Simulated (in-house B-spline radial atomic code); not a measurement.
RPA and G0W0 on LDA VWN5: Co XXVII (Co26+)

Configuration 1s1, highest spin, mean-field start LDA VWN5. Computed with an all-electron radial atomic-structure program (B-spline basis): all electrons, non-relativistic, point nucleus, each spin shell either full or empty, empty states to l = 9 with an (l + 1/2)⁻⁴ tail; G0W0 by contour deformation at full frequency.

Relativity, left out, deepens the 1s level by about Z⁴α²/8 hartree.

With one electron the exact correlation energy is zero, so what RPA and GW give is self-correlation.

Command:
```bash
python run_gw.py task.json out
```
Settings (radii: box in bohr, nucleus in fm):
```
Z                        27
electrons                1
configuration            1s1
hamiltonian              nr
method                   lda,vwn
lmax                     9
spin_polarised           True
box_radius               3.38
intervals                45
ion_configuration        bare nucleus
```

Time taken, with all properties: 0.3 s on 1 thread of Arm Neoverse V1, on a shared host.

Energies (hartree):

```
                                     term       value
                         mean-field total  -363.36490
Hartree-Fock functional on these orbitals  -364.49854
                      direct second order   -0.023331
                    second-order exchange    0.023332
                         SOSEX correction    0.023222
```

Q: What is the RPA correlation energy, and what remains with SOSEX?

A: RPA gives -0.023221 hartree (-0.632 eV per electron); RPA + SOSEX gives 0, and the second-order doubles 0 hartree (no singles). SOSEX takes back 100 % of the RPA value.

Quasi-particle levels (eV):

| level | occupied | mean field | Σx - vxc | Σc | QP weight | G0W0 |
| --- | --- | --- | --- | --- | --- | --- |
| 1s up | yes | -9724.18 | -194.33 | ? | ? | ? |
| 1s down | no | -9461.36 | 0.00 | -2.73 | 1.000 | -9464.09 |

G0W0 = mean field + (Σx - vxc) + Σc, with Σc (partial-wave tail included) taken at the quasi-particle energy.

Q: Where does G0W0 put 1s up?

A: At -9918.25 eV, with Σc = 0.26 eV and a quasi-particle weight of 1.000. The tabulated removal energy is 10012.130 eV (NIST, tabulated theory); the calculation leaves out relativity, QED, nuclear size and recoil, and what these don't explain is the method's own error.

Q: What does it cost to remove one electron (to the bare nucleus) by differences of total energies, each species on its own start (correlation terms add to the Hartree-Fock functional)?

A: LDA VWN5 9887.66 eV, Hartree-Fock functional 9918.51 eV, + RPA 9919.14 eV, + RPA + SOSEX 9918.51 eV, + second order 9918.51 eV. Tabulated: 10012.130 eV (NIST, tabulated theory); the calculation leaves out relativity, QED, nuclear size and recoil, and what these don't explain is the method's own error.
